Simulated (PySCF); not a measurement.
**Ge: excitation energy**

Ge [Ar] 3d10 4s2 4p2 (3P) → Ge [Ar] 3d10 4s1 4p3 (5S), as a difference of total energies. Computed with PySCF 2.14 in dyall-av2z (16s12p8d, 92 functions), with the spin-free X2C one-electron Hamiltonian (Gaussian nucleus). Correlated levels: valence: [Ar] 3d10 frozen; virtual orbitals above 40 to 60 times the deepest correlated orbital energy dropped. The calculations carry no spin-orbit coupling.

```csv
method,excitation energy (eV),error (eV)
UHF,3.537,-1.541
LDA,5.937,+0.859
PBE,5.726,+0.648
PBE0,5.336,+0.258
r2SCAN,5.079,+0.001
M06-L,5.955,+0.877
PBEsol,5.607,+0.529
HSE06,5.421,+0.343
B97-3,5.814,+0.736
MP2 (valence),4.290,-0.788
SCS-MP2 (valence),4.632,-0.446
```

Reference: 5.078 eV (measured; NIST levels, between the centres of gravity of the two terms).

Errors of the correlated levels include the incompleteness of this basis and the frozen core.
